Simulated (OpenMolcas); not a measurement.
# O+: effect of the IPEA shift

```yaml
Program: OpenMolcas 26.06
Basis: ANO-RCC-VTZP [4s3p2d1f]
Scalar_Hamiltonian: DKH2, point nucleus
Active_space: 5 electrons in 9 orbitals (RAS2 2s 2p; RAS3 3d, at most 2 electrons)
State_averaging: 2S+1 = 4 odd, 1 root; 2S+1 = 2 odd, 8 roots; 2S+1 = 4 even, 3 roots; 2S+1 = 2 even, 9 roots
Spin-orbit_coupling: state interaction with AMFI integrals over the reference wave functions, term energies averaged over their components
```

Methods on the same reference wave functions:
A. RASSCF
B. SS-RASPT2, IPEA 0 Eh, imaginary shift 0.1 Eh (closed shells correlated: 1s)
C. SS-RASPT2, IPEA 0.25 Eh, imaginary shift 0.1 Eh (closed shells correlated: 1s)

Energies in cm⁻¹ above 2s² 2p³ ⁴S°_3/2, the measured ground level; measured values from NIST Handbook of Basic Atomic Spectroscopic Data.

```
          Level       A       B       C  Measured
2s² 2p³ ⁴S°_3/2     0.0     0.0     0.0       0.0
2s² 2p³ ²D°_3/2   29762   27570   27600     26831
2s² 2p³ ²D°_5/2   29765   27570   27600     26811
2s² 2p³ ²P°_3/2   44395   41570   41610     40468
2s² 2p³ ²P°_1/2   44399   41570   41620     40470
  2s 2p⁴ ⁴P_5/2  122572  120470  120490    119837
  2s 2p⁴ ⁴P_3/2  122720  120620  120640    120000
  2s 2p⁴ ⁴P_1/2  122808  120710  120730    120083
  2s 2p⁴ ²D_3/2  172721  167620  167770    165996
  2s 2p⁴ ²D_5/2  172723  167630  167770    165988
  2s 2p⁴ ²S_1/2  207140  198960  199440    195710
  2s 2p⁴ ²P_3/2  223356  216420  216610    212594
  2s 2p⁴ ²P_1/2  223530  216600  216790    212762
```

Deviations, from unrounded energies. A percentage is the sum of absolute deviations over the sum of measured energies, with the sign that they share, or ± where signs differ.

| Against measurement | Levels | A | B | C |
| --- | --- | --- | --- | --- |
| mean absolute deviation (cm-1) | 12 | 5700 | 1600 | 1800 |
| other terms of the ground configuration (%) | 4 | +10.2 | +2.7 | +2.9 |
| other configurations (%) | 8 | +4.2 | +1.2 | +1.3 |

B lies closest to measurement on these levels and A furthest from it. The largest miss of B in the table is 2s 2p⁴ ²P_1/2, by +3800 cm-1. The ranking rests on the paired levels alone, and a cruder setting can come out closer through cancelling errors.

Between B and C the level of the table that moves most is 2s 2p⁴ ²S_1/2, by 480 cm-1 (lowest in B, highest in C). Moves below CASPT2's spread within the term are not significant.

From A to B the spin-free energies of the other terms of 2s² 2p³ shown, above ⁴S°, scale by factors of 0.93 to 0.94.

The lowest spin-free term lies below A's lowest term by 0.050 hartree in B, 0.049 hartree in C.

Term energies are means over components that CASPT2 splits; among the terms shown or strongly mixed into the levels shown the widest spread is 33 cm-1 (2s 2p⁴ ²D, B). Active for correlation alone: 3d; no level in the range computed is led by a configuration that fills it, so any true level of that kind is missing. Without dynamic correlation excited terms often stand tens of per cent too high (terms of higher spin than the ground term too low), and those without a measured partner can miss by more than the paired ones (holds for A). Measured partners are found by configuration, term and J. A level has none where our copy of the source lacks it or the pairing is in doubt (some pairs that miss far off the trend of their configuration count as doubtful), and it then counts in no deviation. Only configurations of the active space appear.

° marks odd parity.
